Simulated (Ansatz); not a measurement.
`CC(C)=C=C=C=C=C=C=C=C=C=C(C)C`. Charge 0, multiplicity 1. Geometry PBE0-D4/def2-SVP; atoms count from 1.

```xyz
27

C    -0.617    5.317   -5.051
C    -0.948    5.295   -3.587
C    -1.509    6.552   -2.991
C    -0.754    4.206   -2.850
C    -0.567    3.161   -2.141
C    -0.378    2.103   -1.425
C    -0.189    1.053   -0.713
C    -0.001    0.000    0.000
C     0.188   -1.053    0.714
C     0.376   -2.103    1.425
C     0.566   -3.161    2.142
C     0.753   -4.207    2.850
C     0.948   -5.295    3.587
C     2.249   -5.536    4.295
C    -0.123   -6.333    3.747
H    -1.517    5.557   -5.643
H    -0.214    4.357   -5.397
H     0.123    6.108   -5.262
H    -0.800    7.388   -3.126
H    -2.440    6.839   -3.509
H    -1.721    6.442   -1.920
H     2.970   -4.727    4.119
H     2.082   -5.630    5.381
H     2.697   -6.487    3.958
H    -1.035   -6.073    3.196
H     0.239   -7.313    3.389
H    -0.377   -6.459    4.813
```

(1) Estimate the Mulliken populations from the PBE0/def2-TZVP orbitals of Ansatz.

(2) And the Mayer bond orders between heavy atoms (over 0.3)?

## Answers

(1) 
| atom | charge (e) |
| --- | --- |
| C1 | -0.36 |
| C2 | -0.04 |
| C3 | -0.36 |
| C4 | 0.06 |
| C5 | 0.01 |
| C6 | -0.07 |
| C7 | -0.05 |
| C8 | -0.03 |
| C9 | -0.05 |
| C10 | -0.07 |
| C11 | 0.01 |
| C12 | 0.06 |
| C13 | -0.04 |
| C14 | -0.36 |
| C15 | -0.36 |
| H16 | 0.13 |
| H17 | 0.15 |
| H18 | 0.13 |
| H19 | 0.13 |
| H20 | 0.13 |
| H21 | 0.15 |
| H22 | 0.15 |
| H23 | 0.13 |
| H24 | 0.13 |
| H25 | 0.15 |
| H26 | 0.13 |
| H27 | 0.13 |
Mulliken values depend strongly on the basis.

(2) C1–C2 1.01 (1.50 Å); C2–C3 1.01 (1.50 Å); C2–C4 1.67 (1.33 Å); C4–C5 1.98 (1.28 Å); C5–C6 1.89 (1.29 Å); C6–C7 1.94 (1.28 Å); C7–C8 1.92 (1.29 Å); C8–C9 1.92 (1.29 Å); C9–C10 1.94 (1.28 Å); C10–C11 1.89 (1.29 Å); C11–C12 1.98 (1.28 Å); C12–C13 1.67 (1.33 Å); C13–C14 1.01 (1.50 Å); C13–C15 1.01 (1.50 Å).
